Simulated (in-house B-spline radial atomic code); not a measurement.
Whole-atom quantities along the 3-electron series, configuration [He] 2s1. Computed with an all-electron radial atomic-structure program (B-spline basis): non-relativistic Hartree-Fock, average of the configuration, point nuclei.

This level leaves out relativity, spin-orbit splitting included, which matters for heavy ions.

| ion | Z | E/Z² (Eh) | Σ<r²> (bohr²) | n(0)/Z³ (bohr⁻³) | Lamb diamagnetic shielding (ppm) | repulsion over attraction |
| --- | --- | --- | --- | --- | --- | --- |
| Si11+ | 14 | -1.0538 | 0.29143 | 0.63681 | 540.98 | 0.031875 |
| P12+ | 15 | -1.0584 | 0.25073 | 0.63938 | 580.92 | 0.02979 |
| S13+ | 16 | -1.0625 | 0.21801 | 0.64163 | 620.86 | 0.02796 |
| Cl14+ | 17 | -1.0661 | 0.1913 | 0.64363 | 660.8 | 0.026342 |
| Ar15+ | 18 | -1.0693 | 0.16922 | 0.64541 | 700.74 | 0.0249 |
| K16+ | 19 | -1.0722 | 0.15076 | 0.64701 | 740.67 | 0.023609 |
| Ca17+ | 20 | -1.0748 | 0.13517 | 0.64845 | 780.61 | 0.022444 |
| Sc18+ | 21 | -1.0771 | 0.12187 | 0.64975 | 820.55 | 0.021389 |
| Ti19+ | 22 | -1.0792 | 0.11045 | 0.65094 | 860.49 | 0.020428 |
| V20+ | 23 | -1.0812 | 0.10056 | 0.65203 | 900.43 | 0.01955 |
| Cr21+ | 24 | -1.083 | 0.091943 | 0.65303 | 940.37 | 0.018745 |
| Mn22+ | 25 | -1.0847 | 0.084389 | 0.65395 | 980.31 | 0.018003 |
| Fe23+ | 26 | -1.0862 | 0.077729 | 0.6548 | 1020.25 | 0.017317 |
| Co24+ | 27 | -1.0876 | 0.071827 | 0.65558 | 1060.18 | 0.016682 |
| Ni25+ | 28 | -1.0889 | 0.066574 | 0.65632 | 1100.12 | 0.016092 |
| Cu26+ | 29 | -1.0902 | 0.061876 | 0.657 | 1140.06 | 0.015542 |
| Zn27+ | 30 | -1.0913 | 0.057659 | 0.65764 | 1180 | 0.015028 |
| Ga28+ | 31 | -1.0924 | 0.053859 | 0.65824 | 1219.94 | 0.014547 |
| Ge29+ | 32 | -1.0934 | 0.050423 | 0.6588 | 1259.88 | 0.014096 |
| As30+ | 33 | -1.0943 | 0.047306 | 0.65932 | 1299.82 | 0.013673 |
| Se31+ | 34 | -1.0952 | 0.044469 | 0.65982 | 1339.75 | 0.013273 |
| Br32+ | 35 | -1.0961 | 0.041879 | 0.66029 | 1379.69 | 0.012897 |
| Kr33+ | 36 | -1.0969 | 0.03951 | 0.66073 | 1419.63 | 0.012541 |
| Rb34+ | 37 | -1.0976 | 0.037336 | 0.66115 | 1459.57 | 0.012205 |

Task: With what power of Z does the column «Σ<r²> (bohr²)» change over this range?

Result: A fit of the logarithm of its size against log Z from Z = 14 to 37 has slope -2.11. Unscreened non-relativistic hydrogenic orbitals would give -2.
